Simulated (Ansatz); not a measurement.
Two structures of BNH2BrCl, singlet, reached by relaxing down either side of one saddle point (PBE0-D4/def2-TZVP). Energies are electronic, without zero-point energy. Computed with Ansatz 0.2.0 (basis: def2-TZVPP and def2-QZVPP); correlated methods freeze the cores. Filled d shells of the heavier atoms are correlated. The def2 sets are not built for correlating such inner shells, so the correlated values are less sure here. Extrapolation: Hartree–Fock as exp(−7.88 √X), correlation as X^−2.97. First:

```json
{"atom": "B1", "x (Å)": "0.0414", "y (Å)": "0.5281", "z (Å)": "-0.1886"}
{"atom": "Br2", "x (Å)": "1.5989", "y (Å)": "1.5312", "z (Å)": "0.3397"}
{"atom": "N3", "x (Å)": "-0.1158", "y (Å)": "-0.7751", "z (Å)": "0.2440"}
{"atom": "H4", "x (Å)": "0.5578", "y (Å)": "-1.2333", "z (Å)": "0.8328"}
{"atom": "Cl5", "x (Å)": "-1.1680", "y (Å)": "1.2805", "z (Å)": "-1.2181"}
{"atom": "H6", "x (Å)": "-0.9143", "y (Å)": "-1.3314", "z (Å)": "-0.0099"}
```

Second:

B1  (-1.010, 0.209, -0.685)
Br2  (2.394, 0.557, 1.200)
N3  (-0.567, -0.752, -0.035)
H4  (1.152, 0.058, 0.662)
Cl5  (-1.516, 1.571, -1.533)
H6  (-0.454, -1.643, 0.390)
(Å)

Q: Which bonds change from the first to the second?

A: BNH₂BrCl ([NH2][B]([Cl])[Br]) → BNHCl ([NH][B][Cl]) + HBr; bonds formed: Br2–H4; bonds broken: B1–Br2, N3–H4.

Q: Give the saddle point's structure and its height above each. (To be estimated.)

A: Computed: 3.021 eV above the first and 0.595 eV above the second (CCSD(T) at an estimated basis limit (MP2 extrapolated from triple and quadruple zeta, plus CCSD(T) − MP2 in triple zeta)).
```
6
angstrom
B -0.6429 0.2853 -0.4971
Br 1.9686 0.9241 0.7997
N -0.2771 -0.7744 0.1463
H 0.8081 -0.3322 0.6142
Cl -1.2046 1.5918 -1.3562
H -0.6521 -1.6948 0.2931
```

T1 diagnostic: at most 0.013.

Labels in which every atom is bracketed show which atoms are joined, not bond orders.

For scale, one of the runs: CCSD(T)/def2-TZVPP, 180 basis functions, launched by `ansatz run in.yaml --threads 4 --pin off --events-out ev --progress --plain --max-ram 9574MiB`. The run took 43 s on 4 CPU threads of an Arm Neoverse V1 (shared host), with 1.8 GiB of host memory at its peak.
